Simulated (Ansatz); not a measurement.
Input for Ansatz (an electronic-structure program): R-SVWN5/def2-TZVPP on CH4SeTe (SMILES C[Te][SeH]), a point of a torsion scan. Elements past Kr take the def2 small-core potentials; no spin–orbit coupling.

Ansatz 0.2 input:
```yaml
crystal:
  periodic: [false, false, false]
  atoms:
    - {symbol: C, position_ang: [-0.98730417, -0.21418872, 0.00007378]}
    - {symbol: Te, position_ang: [0.06321809, 1.66573336, -0.22833828]}
    - {symbol: Se, position_ang: [2.33012137, 0.69626468, 0.16320326]}
    - {symbol: H, position_ang: [-0.71922894, -0.89185066, -0.80057209]}
    - {symbol: H, position_ang: [-2.04598169, -0.00015255, -0.04647587]}
    - {symbol: H, position_ang: [-0.74969003, -0.66388889, 0.95550138]}
    - {symbol: H, position_ang: [2.35396403, -0.24288626, -0.93761840]}
basis:
  gaussian:
    orbitals: def2-TZVPP
hamiltonian:
  xc: {name: SVWN5}
scf: {lower_state_search: off}
```

Program output:

```
WARN ansatz: RAYON_NUM_THREADS=1 ignored (pool sized by the plan → 1); use --threads N
Functional definition: SVWN5
these checks for a lower state are left out or cut short: stability, starts, cluster_reference, orbital_swaps, neighbouring_geometries, increment
integrals: 0.10 GiB planned
1189 factors; their error is unknown
mean field: 0.70 GiB planned
mean field evaluation 1: about -73622.1031 eV, gradient 6.8e1 eV
mean field evaluation 2: about -73591.7675 eV, gradient 1.1e2 eV
mean field evaluation 4: about -73632.3038 eV, gradient 1.3e1 eV
mean field evaluation 8: about -73632.6675 eV, gradient 1.2e-1 eV
mean field evaluation 16: about -73632.5075 eV, gradient 1.1e-3 eV
mean field -73632.50752263 eV, -2705.9447415505 hartree, gradient 4.3e-6 eV, S^2 0.000000; 0 other end points of the search recorded, 0 dependent functions left out
reference -73632.50755767 eV, -2705.9447428381 hartree; 34, 34 occupied and 151, 151 virtual orbitals, 1189 factors
Total energy: -73632.50755767 eV, -2705.9447428381 hartree
Checks for a lower state left out: stability, starts, cluster_reference, orbital_swaps, neighbouring_geometries, increment
```

Self-consistency was reached.

Cost: around 1.5 core-seconds (rough).
